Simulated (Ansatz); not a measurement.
```yaml
crystal:
  periodic: [false, false, false]
  atoms:
    - {symbol: C, position_ang: [1.440894, -0.253029, -3.378929]}
    - {symbol: C, position_ang: [1.829691, -0.629877, -2.307134]}
    - {symbol: C, position_ang: [2.274760, -1.093523, -1.003186]}
    - {symbol: C, position_ang: [1.125191, -1.320615, -0.019616]}
    - {symbol: C, position_ang: [0.358610, -0.053715, 0.314838]}
    - {symbol: C, position_ang: [-0.795993, -0.300712, 1.272230]}
    - {symbol: C, position_ang: [-1.543893, 0.959346, 1.688562]}
    - {symbol: C, position_ang: [-2.256201, 1.662803, 0.544408]}
    - {symbol: H, position_ang: [1.102770, 0.080389, -4.331120]}
    - {symbol: H, position_ang: [2.975561, -0.360826, -0.586557]}
    - {symbol: H, position_ang: [2.840443, -2.021712, -1.134151]}
    - {symbol: H, position_ang: [1.539087, -1.755829, 0.896391]}
    - {symbol: H, position_ang: [0.440623, -2.065027, -0.439392]}
    - {symbol: H, position_ang: [1.045642, 0.680138, 0.756481]}
    - {symbol: H, position_ang: [-0.008356, 0.391503, -0.614806]}
    - {symbol: H, position_ang: [-1.501680, -1.003310, 0.810790]}
    - {symbol: H, position_ang: [-0.413489, -0.801399, 2.169608]}
    - {symbol: H, position_ang: [-2.276156, 0.695921, 2.458926]}
    - {symbol: H, position_ang: [-0.840791, 1.653284, 2.164495]}
    - {symbol: H, position_ang: [-1.554773, 2.026003, -0.209985]}
    - {symbol: H, position_ang: [-2.956602, 0.986663, 0.045018]}
    - {symbol: H, position_ang: [-2.825329, 2.523523, 0.903140]}
basis:
  gaussian: {orbitals: cc-pVTZ, point_charges: [{charge: -1.00, position_ang: [5.864, 0.409, -0.752]}]}
hamiltonian: {xc: {name: HF}}
correlation: {active_space: {window: {electrons: 6, orbitals: 2}}}
accuracy: high
```

```sh
$ ansatz run in.yaml --threads 2 --pin off --events-out ev --progress --plain --max-ram 32768MiB --backend cuda --devices 0, --max-vram 18GiB
```

Output, abridged:

```
Functional definition: HF
7925 factors; integrals over basis functions are off by at most 6.5e-8 eV
mean field evaluation 1: about -8460.3533 eV, gradient 4.6e1 eV
mean field evaluation 2: about -8460.8515 eV, gradient 4.6e1 eV
mean field evaluation 4: about -8466.7752 eV, gradient 5.1e0 eV
mean field evaluation 8: about -8466.8610 eV, gradient 2.7e-1 eV
mean field evaluation 16: about -8466.8612 eV, gradient 1.6e-8 eV
mean field -8466.86124851 eV, -311.1514118381 hartree, gradient 2.0e-8 eV, S^2 0.000000; 0 other end points of the search recorded, 0 dependent functions left out
reference -8466.86124851 eV, -311.1514118381 hartree; 31, 31 occupied and 405, 405 virtual orbitals, 7925 factors
Error: 6 electrons in 2 orbitals form no window around the highest filled level of the reference
```

(1) What is wrong with this run?

## Answers

(1) The active space doesn't fit the electrons. The run stopped with an error.
